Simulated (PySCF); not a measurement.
1,2-dichlorocyclobutene (C4H4Cl2), SMILES C1(Cl)CCC=1Cl. Geometry optimised at B3LYP-D3(BJ)/def2-SVP.

Question: Give the equilibrium geometry at B3LYP-D3(BJ)/def2-SVP (PySCF confirms it by a frequency run) as Cartesian coordinates in Å, and its point group. (An estimate is asked for; the answer gives what the named calculation found.)

Answer: point group C2v.
```xyz
10

Cl    -1.8672     0.0000     0.9726
C     -0.6722     0.0000    -0.2566
C      0.6722     0.0000    -0.2566
Cl     1.8672     0.0000     0.9726
C      0.7859     0.0000    -1.7655
C     -0.7859     0.0000    -1.7655
H      1.2475     0.9002    -2.2011
H      1.2475    -0.9002    -2.2011
H     -1.2475    -0.9002    -2.2011
H     -1.2475     0.9002    -2.2011
```
Charge 0, spin multiplicity 1.
